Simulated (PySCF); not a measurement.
## Ions at one geometry of Hg(BH4)2

PySCF 2.14.0, RKS PBE0, Hg def2-SVP with ECP60, B def2-SVP, H def2-SVP; non-relativistic Hamiltonian with scalar-relativistic core potentials where named; density fitting; no spin-orbit coupling; singlets restricted, open shells unrestricted. The geometry is relaxed for charge 0, singlet, vacuum:

```xyz
11

Hg    0.0000    0.0000    0.1047
B     2.1650    0.0478    0.8541
H     3.2487   -0.0655    0.3092
H     1.8747   -0.9428    1.5054
H     1.7389   -0.0094   -0.4149
H     1.9818    1.1413    1.3558
B    -2.1650   -0.0478    0.8541
H    -3.2487    0.0655    0.3092
H    -1.8747    0.9428    1.5054
H    -1.7389    0.0094   -0.4149
H    -1.9818   -1.1413    1.3558
```

Energies count from the relaxed state; an electron taken off or put on is at rest in vacuum. Charges and spins are Mulliken's.

```json
{"state": "charge 0, singlet, vacuum", "energy (eV)": "0.00", "spin squared": "0.00", "charge on Hg1 (e)": "0.47", "spin on Hg1 (e)": "0.00", "dipole about the centre of mass (D)": "2.47"}
{"state": "charge +1, doublet, vacuum", "energy (eV)": "10.93", "spin squared": "0.77", "charge on Hg1 (e)": "0.65", "spin on Hg1 (e)": "-0.01", "dipole about the centre of mass (D)": "0.90"}
```

Problem. What does the state charge -1, doublet, vacuum give?

Solution. energy (eV) 0.29, spin squared 0.75, charge on Hg1 (e) -0.12, spin on Hg1 (e) 0.69, dipole about the centre of mass (D) 1.57.

With an electron taken off (doublet) the charges change, summed by element, by Hg +0.17 e, B +0.08 e, H +0.74 e. The vertical ionisation energy is 10.93 eV, against −ε(HOMO) = 8.97 eV of the relaxed state. The level lies 2.0 eV too high, as is usual for semilocal functionals and global hybrids, which keep a self-interaction error.

With an electron put on (doublet) the charges change, summed by element, by Hg -0.59 e, B +0.00 e, H -0.41 e. The vertical electron affinity is -0.29 eV, against −ε(LUMO) = 1.49 eV of the relaxed state. The basis has no diffuse functions, which an added electron needs. The added electron's level lies above zero.

Open shells may have lower solutions than those found.

A frequency check found unstable modes (1, the lowest at -56 cm⁻¹), so the relaxed geometry is probably a saddle point.
